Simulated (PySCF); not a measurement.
Mapped SMILES: `[CH2:1]=[CH:2][CH:3]1[CH2:4][SiH2:5][CH2:6]1`. Hydrogens are named by the atom that carries them. Ha(C4), Ha(Si5), Ha(C6) are cis to C2 on the ring; Ha(C1) is cis to C3; Hb(C4), Hb(Si5), Hb(C6) are trans to C2 on the ring; Hb(C1) is trans to C3.

Geometry: PBE0-D3(BJ)/def2-SVP; GIAO absolute shieldings from PySCF, gas phase, non-relativistic, averaged over equivalent atoms.

At mPW1PW91/pcSseg-1 (159 basis functions, 16 s wall time on 1 thread of an Arm Neoverse V2, shared host):
```json
{"atoms": "C2", "σ (ppm)": "30.4"}
{"atoms": "C1", "σ (ppm)": "65.0"}
{"atoms": "C3", "σ (ppm)": "138.2"}
{"atoms": "C4/C6", "σ (ppm)": "166.6"}
{"atoms": "Si5", "σ (ppm)": "374.9"}
{"atoms": "H(C2)", "σ (ppm)": "24.94"}
{"atoms": "Ha(C1)", "σ (ppm)": "26.11"}
{"atoms": "Hb(C1)", "σ (ppm)": "26.16"}
{"atoms": "Ha(Si5)", "σ (ppm)": "26.33"}
{"atoms": "Hb(Si5)", "σ (ppm)": "26.49"}
{"atoms": "H(C3)", "σ (ppm)": "28.20"}
{"atoms": "Hb(C4)/Hb(C6)", "σ (ppm)": "29.61"}
{"atoms": "Ha(C4)/Ha(C6)", "σ (ppm)": "30.51"}
```

Problem. Estimate the result of repeating the calculation with HF/pcSseg-1.

Solution. 
```csv
atoms,σ at HF/pcSseg-1,change
C2,38.0,+7.6
C1,72.7,+7.7
C3,154.4,+16.2
C4/C6,176.2,+9.6
Si5,416.7,+41.8
H(C2),25.47,+0.53
Ha(C1),26.47,+0.36
Hb(C1),26.57,+0.41
Ha(Si5),27.10,+0.77
Hb(Si5),27.25,+0.76
H(C3),28.86,+0.66
Hb(C4)/Hb(C6),30.25,+0.64
Ha(C4)/Ha(C6),31.07,+0.56
```

The largest change is at Si5 (silicon bonded to 2 C, 2 H, in a 4-membered ring). Cost: 159 basis functions, 7.5 s wall time on 1 thread of an Arm Neoverse V1, shared host. The order of the carbon signals is the same at both levels.
